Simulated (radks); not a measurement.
Species: Ir33+. Configuration: [Kr] 4d8 (the NIST ground configuration).

All-electron calculation, non-relativistic Kohn-Sham, TPSS, spin-polarised, spherical densities, point nucleus; open shells are filled with parallel spins first (spin-orbit coupling, left out, can overturn this in heavy ions); meta-GGA in the generalised Kohn-Sham scheme; relativity is left out, which matters for an element this heavy. Program: a radial shooting solver on a logarithmic mesh with Libxc functionals.

Energy parts (hartree):
part                       energy
total                 -16225.8806
kinetic                16223.3556
electron-nucleus      -36410.4604
Hartree                 4236.6620
exchange-correlation    -275.4378

Orbitals (lengths in bohr, moments of r in powers of bohr):
orbital,occ.,eigenvalue (hartree),<r^2>,<1/r>
1s up,1,-2594.269,0.0005166,76.47
1s down,1,-2594.269,0.0005166,76.47
2s up,1,-470.0698,0.008060,17.97
2s down,1,-469.9881,0.008060,17.97
2p up,3,-453.0762,0.005956,18.00
2p down,3,-453.0157,0.005955,18.00
3s up,1,-144.9619,0.04929,7.005
3s down,1,-144.9353,0.04925,7.007
3p up,3,-137.1511,0.04543,6.950
3p down,3,-137.1178,0.04540,6.952
3d up,5,-122.7178,0.03508,6.861
3d down,5,-122.6521,0.03508,6.861
4s up,1,-61.93468,0.2030,3.344
4s down,1,-61.75640,0.2033,3.340
4p up,3,-58.49958,0.2028,3.283
4p down,3,-58.31974,0.2032,3.279
4d up,5,-52.33559,0.1974,3.166
4d down,3,-52.15272,0.1978,3.163

The highest occupied level is 4d down at -1419.1 eV. The density falls to 0.001 e/bohr^3 at r = 1.14 bohr. For comparison, the ionisation energy in NIST's Atomic Spectra Database is 1436 eV (theoretical). In exact Kohn-Sham theory the highest level is minus the ionisation energy, but local and semilocal functionals leave it too shallow, through self-interaction and a potential that decays too fast; potentials with the right tail come closer. Spin moment in Bohr magnetons: 2. The spin density at the nucleus is -2.010 e/bohr^3 (1s -0.023, 2s -3.436, 3s -1.797, 4s 3.246). The electron density at the nucleus is 3.276e+05 e/bohr^3. Virial ratio -V/T = 2.00016. Summed over all electrons, <r^2> = 3.979 bohr^2, which gives a Langevin (diamagnetic) susceptibility term of -3.15 x 10^-6 cm^3/mol.
